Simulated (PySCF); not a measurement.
Dipole response of Nd⁵¹⁺ (neodymium, charge +51)

[He] 2s2 2p5, 2P determinant. Computed with PySCF 2.14 in an uncontracted even-tempered set (17 s from 27 bohr⁻², ratio 2.2; 10 p from 34 bohr⁻², ratio 2.2; 6 d from 140 bohr⁻², ratio 2.4; 5 f from 210 bohr⁻², ratio 2.4; 4 g from 320 bohr⁻², ratio 2.4), with the non-relativistic Hamiltonian (point nucleus). Coupled (time-dependent) response in atomic units; α is the mean over directions.

```tsv
method	mean α (bohr³)	α xx, yy, zz	C₆ (like pair)	S(−4)
UHF	0.0002459	0.0005670, 8.537e-05, 8.537e-05	2.237e-06	1.280e-06
PBE0	0.0002489	0.0005752, 8.567e-05, 8.567e-05	2.222e-06	1.471e-06
```

S(−4) is the Cauchy moment in α(ω) = α(0) + S(−4) ω² + …

Spin-orbit coupling is absent.

α(iu) at PBE0:

| u (hartree) | α(iu) (bohr³) |
| --- | --- |
| 0 | 0.0002488 |
| 5.00 | 0.0002188 |
| 10.0 | 0.0001711 |
| 20.0 | 0.0001197 |
| 30.0 | 0.0001014 |
| 40.0 | 9.325e-05 |
| 50.0 | 8.866e-05 |
| 75.0 | 8.194e-05 |
| 100 | 7.690e-05 |
| 150 | 6.726e-05 |
| 250 | 4.932e-05 |

A single London oscillator, α(iu) = α/(1 + u²/ω²), gives C₆ = (3/4) ω α². Matching the computed C₆ needs ω = 4 × 2.222e-06 / (3 × 0.0002489²) = 47.8 hartree.

For an ion, C₆ is the dispersion term alone; charge-induced terms of lower order in 1/R come first.

The components differ because the open shell of this determinant is not spherical; for a pure term their mean is the scalar polarisability.

A non-relativistic calculation at this Z misses sizeable relativistic shifts. Spin-orbit coupling, absent here, splits the open shell strongly.
